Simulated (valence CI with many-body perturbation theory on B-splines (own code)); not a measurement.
Results of a calculation; reference values are marked as such.
Hyperfine factors and g values of Sn9+

Level of theory: valence CI with perturbative core correlation (CI+MBPT): five valence electrons over a frozen Dirac-Fock core [Kr], radial functions for each j: 7 s, 7 p, 8 d, 6 f, 4 g, 1 h, with the one-electron correlation potential Σ1, the two-electron term Σ2, the three-electron term Σ3, Breit, model QED; selected CI, second order for the rest, scaled by the run's own slope (own B-spline code, finite nucleus).

No measured spectrum was set against this ion. As an estimate, terms of the open shell hold to 2 to 4 % of their energy, and close levels can change places. Core correlation moves these levels by up to 8400 cm⁻¹, and in measured spectra 5 to 20 % of such shifts remained as error; rates that hang on mixing are uncertain with them. Among the levels kept, up to 550 cm⁻¹ of a level comes from second order outside the variational space, and about a tenth of that is noise between levels of different J, which matters for small intervals. The list stops below the first excitations out of the core. Only levels of the ground parity were solved; by the run's estimate the other parity begins above the list, which can be wrong where configurations are misplaced.

A/g_I is the dipole constant over the nuclear g factor μ/I (μ in nuclear magnetons, uniformly magnetised nucleus), B/Q the quadrupole constant per barn. Both hold the static response of the core; the bare values leave it out. Large factors of s and p1/2 electrons are usually good to 5 to 10 %; those of open d and f shells near neutrality can be off by tens of per cent, and small factors of p3/2, d and f electrons come from cancelling terms and can be off by a factor of two or in sign, in half-filled shells by more. B is blank for J = 1/2, where it vanishes, and for nearly pure S terms. Energies count from the lowest level.

Names give the largest LS component (configuration and term), which can be under half, so a name can repeat, a term be missing and a line seem to break the LS rules; names also repeat where a configuration has a term twice. Letters in brackets count levels of one name in rising energy.

```tsv
Level	E (cm⁻¹)	g	A/g_I (MHz)	A/g_I bare	B/Q (MHz/b)	B/Q bare
4d5 6S_5/2	0.0	1.980	-969	5.35		
4d5 4G_5/2	33019	0.856	1730	1550	1410	1320
4d5 4G_7/2	35864	1.022	1450	1440	991	926
4d5 4G_11/2	36542	1.256	1210	1460	-36.9	-38.1
4d5 4G_9/2	37153	1.171	1230	1380	723	675
4d5 4D_5/2 [a]	37736	1.201	857	1030	1150	1080
4d5 4D_3/2	38836	1.417	898	1310	1450	1360
4d5 4P_1/2	41860	1.630	-331	271		
4d5 4D_7/2	44226	1.377	583	939	707	662
4d5 4D_5/2 [b]	48524	1.375	845	1210	-689	-648
4d5 4D_1/2	48628	1.012	2210	2220		
4d5 4P_3/2	50416	1.427	957	1380	-761	-715
4d5 2I_11/2	51801	0.957	1780	1710	187	173
4d5 2I_13/2	54771	1.076	1620	1680	-1.90	1.22
4d5 4F_7/2	57620	1.133	1570	1690	-1790	-1680
4d5 2F_5/2 [a]	58094	1.089	1240	1300	491	465
4d5 4F_3/2	58170	0.632	2870	2480	-308	-288
4d5 4F_9/2	58260	1.194	1180	1350	-4.56	-9.61
4d5 4F_5/2	62806	1.038	1570	1580	-1560	-1460
4d5 2H_9/2	65541	1.092	1480	1550	532	500
4d5 2G_7/2 [a]	66525	1.081	1570	1640	-192	-174
4d5 2D_3/2 [a]	67823	0.649	2870	2490	-244	-225
4d5 2F_7/2 [a]	69293	1.051	1690	1720	-1460	-1360
4d5 2F_5/2 [b]	70568	0.950	1480	1390	940	872
4d5 2H_11/2	72794	1.072	1580	1640	-151	-129
4d5 2F_7/2 [b]	74091	1.145	1490	1620	385	351
4d5 2G_9/2 [a]	74422	1.066	1520	1560	-286	-256
4d5 2S_1/2	77888	1.981	-1080	-111		
4d5 2F_5/2 [c]	78150	1.030	1520	1530	-848	-786
4d5 2D_3/2 [b]	87539	0.808	2180	1950	-703	-655
4d5 2D_5/2 [a]	90783	1.165	1230	1370	-268	-244
4d5 2G_9/2 [b]	96149	1.111	1420	1510	-959	-896
4d5 2G_7/2 [b]	97616	0.902	2080	1960	1360	1280
4d5 2P_3/2	113070	1.282	1150	1420	-1410	-1320
4d5 2P_1/2	115840	0.711	501	102		
4d5 2D_5/2 [b]	127080	1.199	1020	1190	-638	-595
4d5 2D_3/2 [c]	129000	0.847	2810	2650	1970	1850
```

(1) Take the isotope of mass number 117, with I = 1/2, μ = -0.9995 μN. What is the hyperfine structure of 4d5 4D_5/2 [a]?

Answers

(1) From the table A = -1710 MHz. Shifts from the centre of gravity in MHz: F = 2: 2990, F = 3: -2140.
